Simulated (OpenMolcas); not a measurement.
Mn I: effect of the active space

```yaml
Program: OpenMolcas 26.06
Method: CASSCF
Basis: ANO-R2
Scalar_Hamiltonian: X2C, finite nucleus
Spin-orbit_coupling: RASSI with atomic mean-field integrals over the reference wave functions, term energies averaged over their components
```

A. 5 electrons in 5 orbitals (3d); 2S+1 = 6 even, 1 root; 2S+1 = 4 even, 24 roots; 2S+1 = 2 even, 75 roots (45 in the spin-orbit step); cost roughly 22 core-seconds
B. 7 electrons in 6 orbitals (3d 4s); 2S+1 = 6 even, 6 roots; 2S+1 = 4 even, 43 roots kept (CI in the orbitals of an earlier block); 2S+1 = 2 even, 11 roots kept (CI in the orbitals of an earlier block, 0 in the spin-orbit step); cost roughly 25 core-seconds

Energies in eV above 3d5 4s2 6S 5/2.

| Level | A | B |
| --- | --- | --- |
| 3d5 4s2 6S 5/2 | 0.0000 | 0.0000 |
| 3d5 4s2 4G 5/2 | 3.8638 | 3.4343 |
| 3d5 4s2 4G 7/2 | 3.8655 | 3.4341 |
| 3d5 4s2 4G 11/2 | 3.8658 | 3.4336 |
| 3d5 4s2 4G 9/2 | 3.8664 | 3.4339 |

The spin-orbit steps hold different terms of 3d5 4s2 (B lacks among others 2D, 2F, 2G, 2H, 2I), which shifts levels as well.

Between A and B the level of the table that moves most is 3d5 4s2 4G 9/2, by 3500 cm-1 (lowest in B, highest in A).

Some high roots are left out of the spin-orbit mixing, which shifts the levels that they would mix with. Without dynamic correlation excited terms often stand tens of per cent too high (terms of higher spin than the ground term too low), and those without a measured partner can miss by more than the paired ones. With the s shell closed, the reference lacks s² → p², s² → d² and s → d mixing, so excited terms can stand far too high and out of order, with CASPT2 too (holds for A). Terms from blocks run as CI alone lack orbitals of their own (holds for B). Only configurations of the active space appear. The table leaves out levels that lie high or whose names do not pair safely across all columns.
